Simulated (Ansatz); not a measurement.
Cost and result for the atomization energy of `[OH][Al]([F])[O][SiH3]` (9 atoms, 8 bonds).

Z-matrix (Å, degrees):
```
Si
O 1 1.627
H 1 1.486 2 110.0
H 1 1.486 2 109.4 3 119.7
H 1 1.486 2 110.3 3 -120.4
Al 2 1.669 1 167.2 3 71.7
F 6 1.638 2 119.8 1 -1.3
O 6 1.679 2 123.0 1 178.7
H 8 0.955 6 123.0 2 -0.0
```

The species carries charge 0 and has multiplicity 1. The geometry is a stationary point of PBE0-D4/def2-TZVP. It is one conformer, not always the lowest. Program: Ansatz. All runs use 4 threads of a server CPU on a shared host. Times are those of one run each, without the atoms' runs, and a repeat can differ threefold. Electronic energies, without spin–orbit coupling; frozen cores. CCSD(T)/CBS adds CCSD(T) − MP2 in def2-TZVPP to the MP2 limit, and its time is that of the two runs behind it. T1 = 0.012. B3LYP takes the VWN-RPA correlation (the form of Gaussian; ORCA's B3LYP/G). HSE06 is the plane-wave form, built on full-range PBE exchange.

CCSD(T)/CBS is a level of theory with its own doubt, some kJ/mol a heavy atom from the limit and from the frozen cores, so smaller differences don't rank the functionals.

```csv
level,functions,wall time
LDA (SPW92)/def2-TZVPP,233,1.2 s
revPBE-D4/def2-TZVPP,233,1.7 s
BHLYP-D4/def2-TZVPP,233,2.4 s
HSE06-D4/def2-TZVPP,233,3 s
CAM-B3LYP-D4/def2-TZVPP,233,3 s
r2SCANh-D4/def2-TZVPP,233,3.8 s
B3LYP-D4/def2-TZVPP (with forces),233,3.8 s
CCSD(T)/def2-SVP,98,4.2 s
ωB97X-V/def2-TZVPP,233,6.5 s
ωB97M-V/def2-TZVPP (with forces),233,8.5 s
MP2/def2-QZVPP,431,16 s
CCSD(T)/def2-TZVPP,233,73 s
CCSD(T)/CBS(def2),–,88 s
```

What atomization energy does each give, and how far from CCSD(T)/CBS? (An estimate is asked.)

Ansatz gave: 
```csv
level,atomization (kcal/mol),difference from CCSD(T)/CBS,per bond
LDA (SPW92)/def2-TZVPP,922.0,93.7,11.7
revPBE-D4/def2-TZVPP,796.9,-31.4,-3.9
BHLYP-D4/def2-TZVPP,791.9,-36.4,-4.6
HSE06-D4/def2-TZVPP,803.2,-25.1,-3.1
CAM-B3LYP-D4/def2-TZVPP,824.4,-3.9,-0.5
r2SCANh-D4/def2-TZVPP,814.5,-13.8,-1.7
B3LYP-D4/def2-TZVPP (with forces),815.1,-13.2,-1.7
CCSD(T)/def2-SVP,761.9,-66.4,-8.3
ωB97X-V/def2-TZVPP,822.4,-5.9,-0.7
ωB97M-V/def2-TZVPP (with forces),821.5,-6.8,-0.9
MP2/def2-QZVPP,842.9,14.6,1.8
CCSD(T)/def2-TZVPP,803.0,-25.3,-3.2
CCSD(T)/CBS(def2),828.3,0.0,0.0
```

From BLYP to BHLYP (50 % exact exchange), in def2-TZVPP and without D4, the atomization energy moves by −20.3 kcal/mol: exact exchange takes away binding that semilocal exchange gives to molecules. At CCSD(T), def2-SVP lies −66.4 kcal/mol from the extrapolated value and def2-TZVPP −25.3 kcal/mol: correlation converges slowly with the basis, and small sets miss more of it in the bonded molecule than in its fragments. In def2-TZVPP, CCSD(T) changes the Hartree–Fock value by +195.3 kcal/mol (the triples alone add +10.6 kcal/mol) and MP2 by +219.5 kcal/mol; breaking electron pairs costs correlation energy, which Hartree–Fock lacks.
